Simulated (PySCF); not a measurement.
Sn(Cl)3(Et) (C2H5Cl3Sn), SMILES [Sn]([Cl])([Cl])([Cl])[CH2]C. Heavy atoms are numbered as in [CH3:1][CH2:2][Sn:3]([Cl:4])([Cl:5])[Cl:6]. Hydrogens are named by the atom that carries them.

The structure is a stationary point at B3LYP-D3(BJ)/def2-SVP. The def2 effective core potentials stand for the cores of Sn; spin–orbit coupling is left out. Other conformers were not sampled.

The numbers are results of PBE/def2-TZVP run with PySCF, not measurements.

ESP charges are fitted to the potential on shells at 1.4 to 2.0 van der Waals radii. Atomic charges (e), one atom of each kind:

```tsv
atom	ESP fit	Mulliken
C1 (CH3)	-0.26	___
C2 (CH2)	-0.11	-0.39
Sn3	0.25	___
Cl4	-0.14	-0.32
H on C1	0.10	___
H on C2	0.12	0.15
```

Q: What belongs in the gaps? (Estimate from the structure and the level; the computed values follow.)

A: 
- C1 (CH3), Mulliken: -0.37
- Sn3, Mulliken: 0.99
- H on C1, Mulliken: 0.14
